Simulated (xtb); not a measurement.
A run for xtb: GFN1-xTB on H3ISiSn (SMILES [SiH3][Sn][I]), a point of a torsion scan.

```
$ xtb mol.xyz --gfn 1 --sp --chrg 0 --uhf 0
6

Si    -0.78391550     0.01059744     0.03836806
Sn     1.45571040     1.41640431     0.07351537
I      2.20003934     0.89975093     2.63452399
H     -1.16925915    -0.70605227     1.26259863
H     -1.95916542     0.84104324    -0.29361647
H     -0.77328818    -1.02637706    -1.01321120
```

Output:

```
[...]
           -------------------------------------------------
          |                Calculation Setup                |
           -------------------------------------------------



           -------------------------------------------------
          |                 G F N 1 - x T B                 |
           -------------------------------------------------

        Reference                      10.1021/acs.jctc.7b00118
      * Hamiltonian:
        H0-scaling (s, p, d)           1.850000    2.250000    2.000000
        zeta-weighting                 0.000000
      * Dispersion:
        s8                             2.400000
        a1                             0.630000
        a2                             5.000000
        s9                             0.000000
      * Repulsion:
        kExp                           1.500000
        rExp                           1.000000
      * Coulomb:
        alpha                          2.000000
        third order                    atomic
        anisotropic                    false
      * Halogen bond correction:
        rad-scale                      1.300000
        damping                        0.440000


          ...................................................
          :                      SETUP                      :
          :.................................................:
          :  # basis functions                  36          :
          :  # atomic orbitals                  33          :
          :  # shells                           15          :
          :  # electrons                        18          :
          :  # halogen bonds                     0          :
          :  max. iterations                   250          :
          :  Hamiltonian                  GFN1-xTB          :
          :  restarted?                      false          :
          :  GBSA solvation                  false          :
          :  PC potential                    false          :
          :  electronic temp.          300.0000000     K    :
          :  accuracy                    1.0000000          :
          :  -> integral cutoff          0.2500000E+02      :
          :  -> integral neglect         0.1000000E-07      :
          :  -> SCF convergence          0.1000000E-05 Eh   :
          :  -> wf. convergence          0.2000000E-04 e    :
          :  Broyden damping             0.4000000          :
          :  net charge                          0          :
          :  unpaired electrons                  0          :
          ...................................................

 iter      E             dE          RMSdq      gap      omega  full diag
   1     -8.3614856 -0.836149E+01  0.144E+01    0.43       0.0  T
   2     -8.9846569 -0.623171E+00  0.114E+01    0.84       1.0  T
   3     -9.8482180 -0.863561E+00  0.563E+00    1.91       1.0  T
   4     -9.9375684 -0.893504E-01  0.317E+00    1.78       1.0  T
   5     -9.9537021 -0.161337E-01  0.190E+00    1.48       1.0  T
   6     -9.9777980 -0.240959E-01  0.214E-01    1.64       1.0  T
   7     -9.9779329 -0.134854E-03  0.732E-02    1.65       1.0  T
   8     -9.9779376 -0.468916E-05  0.320E-02    1.66       1.3  T
   9     -9.9779446 -0.704584E-05  0.136E-02    1.66       3.0  T
  10     -9.9779462 -0.161152E-05  0.354E-03    1.66      11.5  T
  11     -9.9779464 -0.138868E-06  0.763E-04    1.66      53.5  T
  12     -9.9779464 -0.432158E-08  0.177E-04    1.66     230.5  T
  13     -9.9779464  0.468727E-10  0.109E-04    1.66     375.0  T

   *** convergence criteria satisfied after 13 iterations ***

         #    Occupation            Energy/Eh            Energy/eV
      -------------------------------------------------------------
         1        2.0000           -0.9416305             -25.6231
       ...           ...                  ...                  ...
         3        2.0000           -0.6240283             -16.9807
         4        2.0000           -0.4679990             -12.7349
         5        2.0000           -0.4666484             -12.6981
         6        2.0000           -0.4488704             -12.2144
         7        2.0000           -0.4333413             -11.7918
         8        2.0000           -0.4313133             -11.7366
         9        2.0000           -0.3800993             -10.3430 (HOMO)
        10                         -0.3191809              -8.6854 (LUMO)
        11                         -0.2534685              -6.8972
        12                         -0.2002007              -5.4477
        13                         -0.1939986              -5.2790
        14                         -0.1668831              -4.5411
       ...                                ...                  ...
        33                          1.4763384              40.1732
      -------------------------------------------------------------
                  HL-Gap            0.0609184 Eh            1.6577 eV
             Fermi-level           -0.3496401 Eh           -9.5142 eV

 SCC (total)                   0 d,  0 h,  0 min,  0.008 sec
 SCC setup                      ...        0 min,  0.000 sec (  0.999%)
 Dispersion                     ...        0 min,  0.000 sec (  0.445%)
 classical contributions        ...        0 min,  0.000 sec (  0.180%)
 integral evaluation            ...        0 min,  0.002 sec ( 25.343%)
 iterations                     ...        0 min,  0.003 sec ( 33.721%)
 molecular gradient             ...        0 min,  0.003 sec ( 37.597%)
 printout                       ...        0 min,  0.000 sec (  1.624%)

         :::::::::::::::::::::::::::::::::::::::::::::::::::::
         ::                     SUMMARY                     ::
         :::::::::::::::::::::::::::::::::::::::::::::::::::::
         :: total energy              -9.946434086806 Eh    ::
         :: gradient norm              0.015736936278 Eh/a0 ::
         :: HOMO-LUMO gap              1.657673456493 eV    ::
         ::.................................................::
         :: SCC energy                -9.977946370707 Eh    ::
         :: -> electrostatic           0.007078881322 Eh    ::
         :: repulsion energy           0.033957458506 Eh    ::
         :: dispersion energy         -0.002445174605 Eh    ::
         :: halogen bond corr.         0.000000000000 Eh    ::
         :: add. restraining           0.000000000000 Eh    ::
         :: total charge               0.000000000000 e     ::
         :::::::::::::::::::::::::::::::::::::::::::::::::::::

           -------------------------------------------------
          |                Property Printout                |
           -------------------------------------------------

    * Orbital Energies and Occupations

         #    Occupation            Energy/Eh            Energy/eV
      -------------------------------------------------------------
         1        2.0000           -0.9416305             -25.6231
         2        2.0000           -0.8748556             -23.8060
         3        2.0000           -0.6240283             -16.9807
         4        2.0000           -0.4679990             -12.7349
         5        2.0000           -0.4666484             -12.6981
         6        2.0000           -0.4488704             -12.2144
         7        2.0000           -0.4333413             -11.7918
         8        2.0000           -0.4313133             -11.7366
         9        2.0000           -0.3800993             -10.3430 (HOMO)
        10                         -0.3191809              -8.6854 (LUMO)
        11                         -0.2534685              -6.8972
        12                         -0.2002007              -5.4477
        13                         -0.1939986              -5.2790
Note: The following floating-point exceptions are signalling: IEEE_UNDERFLOW_FLAG IEEE_DENORMAL
normal termination of xtb
        14                         -0.1668831              -4.5411
        15                         -0.1285970              -3.4993
        16                         -0.1223295              -3.3288
        17                         -0.0978597              -2.6629
        18                         -0.0884817              -2.4077
        19                         -0.0681616              -1.8548
        20                         -0.0677484              -1.8435
       ...                                ...                  ...
        33                          1.4763384              40.1732
      -------------------------------------------------------------
                  HL-Gap            0.0609184 Eh            1.6577 eV
             Fermi-level           -0.3496401 Eh           -9.5142 eV

  Mulliken/CM5 charges         n(s)   n(p)   n(d)
     1Si    0.09972 -0.17697   1.374  2.149  0.377
     2Sn    0.18002  0.18981   1.983  1.697  0.140
     3I    -0.04576 -0.02538   2.017  5.035 -0.006
     4H    -0.07535  0.00774   1.075  0.000  0.000
     5H    -0.07929  0.00243   1.079  0.000  0.000
     6H    -0.07935  0.00237   1.079  0.000  0.000

Wiberg/Mayer (AO) data.
largest (>0.10) Wiberg bond orders for each atom

 ---------------------------------------------------------------------------
     #   Z sym  total        # sym  WBO       # sym  WBO       # sym  WBO
 ---------------------------------------------------------------------------
     1  14 Si   3.902 --     2 Sn   0.971     6 H    0.937     5 H    0.937
                             4 H    0.935     3 I    0.123
     2  50 Sn   2.372 --     3 I    1.319     1 Si   0.971
     3  53 I    1.450 --     2 Sn   1.319     1 Si   0.123
     4   1 H    0.990 --     1 Si   0.935
     5   1 H    0.990 --     1 Si   0.937
     6   1 H    0.990 --     1 Si   0.937
 ---------------------------------------------------------------------------

Topologies differ in total number of bonds
Writing topology from bond orders to xtbtopo.mol

 dipole moment from electron density (au)
     X       Y       Z
   1.0034   1.0001  -0.9419  total (Debye):    4.324


           -------------------------------------------------
          | TOTAL ENERGY               -9.946434086806 Eh   |
          | GRADIENT NORM               0.015736936278 Eh/α |
          | HOMO-LUMO GAP               1.657673456493 eV   |
           -------------------------------------------------

------------------------------------------------------------------------
------------------------------------------------------------------------
 total:
 SCF:
```

The run finished.

Cost: roughly 0.03 core-seconds.
